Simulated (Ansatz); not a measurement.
Reaction (substitution at a C–S bond): `CS[Si]SC` + `OC(F)F` → `COC(F)F` + `CS[Si]S`

Program: Ansatz. Geometries: PBE0-D4/def2-TZVP. ΔE: electronic, gas phase. CBS: MP2 limit from def2 TZ/QZ plus the TZ coupled-cluster correction, frozen cores. This one scheme is used for every species. Functionals use def2-TZVPP. B3LYP here is the variant with VWN-RPA as its local correlation; programs differ in this. One conformer a species, not always the lowest.

| level | ΔE (kJ/mol) | difference from CCSD(T)/CBS |
| --- | --- | --- |
| PBE0-D4 | 17.6 | 0.0 |
| B3LYP-D4 | 16.4 | -1.2 |
| ωB97M-V | 13.1 | -4.5 |
| B2PLYP | 11.8 | -5.8 |
| PBE | 15.4 | -2.2 |
| r2SCAN | 14.1 | -3.5 |
| HF/def2-TZVPP | -5.0 | -22.6 |
| CCSD/def2-TZVPP | 10.2 | -7.4 |
| MP2/def2-QZVPP | 21.7 | 4.1 |
| CCSD/CBS(def2) | 13.7 | -3.9 |
| CCSD(T)/CBS | 17.6 | 0 |

Largest T1 diagnostic among the species: 0.015.

The D4 term adds +8.8 kJ/mol with B3LYP and +5.1 kJ/mol with PBE0; it sums over pairs of atoms, weighted by their polarisabilities, and B3LYP, whose exchange is more repulsive, gets the larger term. In def2-TZVPP, CCSD(T) changes the Hartree–Fock value by +19.1 kJ/mol (the triples alone add +3.9 kJ/mol) and MP2 by +24.8 kJ/mol.
